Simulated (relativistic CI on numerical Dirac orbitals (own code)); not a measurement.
# Ions with 33 electrons, As to Te¹⁹⁺

These numbers are calculated, not measured: Dirac-Coulomb-Breit CI, KLI orbitals optimised for each configuration, model QED, unscaled Slater integrals (own radial code, finite nucleus).

Configurations in the expansion (outside the closed core [Ar] 3d10): 4s²4p³, 4s4p⁴, 4p⁵, 4s²4p²4d, 4s4p³4d, 4s²4p²4f, 4s²4p4d², 4s²4d³, 4s4p4d³, 4s²4d²4f. Double excitations out of closed p, d and f shells are left out; levels of such configurations are missing from the list, as are those of other unlisted configurations, and high levels can miss mixing partners.

Energies above each ion's lowest level, in eV. Levels are followed by their leading LS label, which can pass from one level to another where the coupling changes.

```
  Ion  4s²4p³ ⁴S°3/2  4s²4p³ ²D°3/2  4s²4p³ ²D°5/2  4s²4p³ ²P°1/2  4s²4p³ ²P°3/2  4s²4p²4d ⁴F3/2  4s4p⁴ ⁴P5/2
   As              0         1.7088         1.7547         2.4364         2.4878          7.7381             
  Se⁺              0         2.0542         2.1318         3.1679         3.2635          13.479       10.586
 Br²⁺              0         2.3126          2.442         3.7275         3.8941          18.175       12.948
 Kr³⁺              0         2.5163         2.7176         4.2185         4.4863          22.496       15.227
 Rb⁴⁺              0         2.6869         2.9812         4.6833         5.0871          26.608       17.474
 Sr⁵⁺              0         2.8414         3.2505         5.1431         5.7232          30.579       19.713
 Zr⁷⁺              0         3.1541         3.8564         6.1021         7.1773          38.242       24.234
 Nb⁸⁺              0         3.3359         4.2128         6.6237          8.028          41.978       26.542
 Mo⁹⁺              0         3.5518         4.6172         7.1874         8.9824          45.671         28.9
Tc¹⁰⁺              ?              ?              ?              ?              ?               ?            ?
Ru¹¹⁺              0         4.1428         5.6092         8.4852         11.266          52.978       33.808
Rh¹²⁺              0         4.5466         6.2161         9.2405         12.628          56.612       36.382
Pd¹³⁺              0         5.0397         6.9093          10.08         14.157          60.247        39.05
Ag¹⁴⁺              0         5.6329          7.697         11.012         15.867          63.892        41.82
Cd¹⁵⁺              0         6.3353         8.5867         12.045         17.774          67.561       44.702
In¹⁶⁺              0         7.1544         9.5855         13.186          19.89           71.28       47.702
Sn¹⁷⁺              0         8.0968           10.7         14.442         22.229          75.112       50.827
Sb¹⁸⁺              0         9.1687         11.936         15.819         24.805          79.197       54.084
Te¹⁹⁺              0         10.376         13.302         17.325         27.631          81.231       57.479
```

Fill in the row of Tc¹⁰⁺.

4s²4p³ ⁴S°3/2 0, 4s²4p³ ²D°3/2 3.8159, 4s²4p³ ²D°5/2 5.0794, 4s²4p³ ²P°1/2 7.8044, 4s²4p³ ²P°3/2 10.057, 4s²4p²4d ⁴F3/2 49.334, 4s4p⁴ ⁴P5/2 31.317 (eV).

The lowest level keeps the configuration 4s²4p³ and J = 3/2 throughout.

Between Z = 49 and 52 the energy of 4s²4p³ ²D°3/2 follows a local power law Z^6.3. For orientation: electrostatic splittings inside a shell grow about linearly with the screened charge, excitations that change n as its square, and fine structure as its fourth power; written in Z itself the exponents are larger, since the screened charge grows faster in proportion.

The members near neutrality are the least accurate: they can be off by several eV, miss lower levels of configurations outside the list, or start from a wrong lowest level.
